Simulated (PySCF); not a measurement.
HfBr4, SMILES [Br][Hf]([Br])([Br])[Br], multiplicity 1.

The structure is a stationary point at B3LYP-D3(BJ)/def2-SVP. The spin state was assumed, not searched. The isomer is the one that the SMILES or the coordinates give; other isomers of the formula were not compared. The def2 effective core potentials stand for the cores of Hf; spin–orbit coupling is left out.

The numbers are results of PySCF with PBE/def2-TZVP, not measurements.

```json
{
  "total_energy": "-10343.44030 hartree",
  "point_group": "Td",
  "highest_occupied_level": "-7.65 eV",
  "lowest_empty_level": "-3.21 eV",
  "orbital_gap": "4.44 eV",
  "dipole_moment": "0.00 D",
  "quadrupole, principal values (traceless, Buckingham form, about the centre of nuclear charge)": "0.00, 0.00, 0.00 D·Å",
  "mean_static_polarisability": "126.4 bohr³ (18.74 Å³)",
  "polarisability_principal_values": "126.4, 126.4, 126.4 bohr³"
}
```
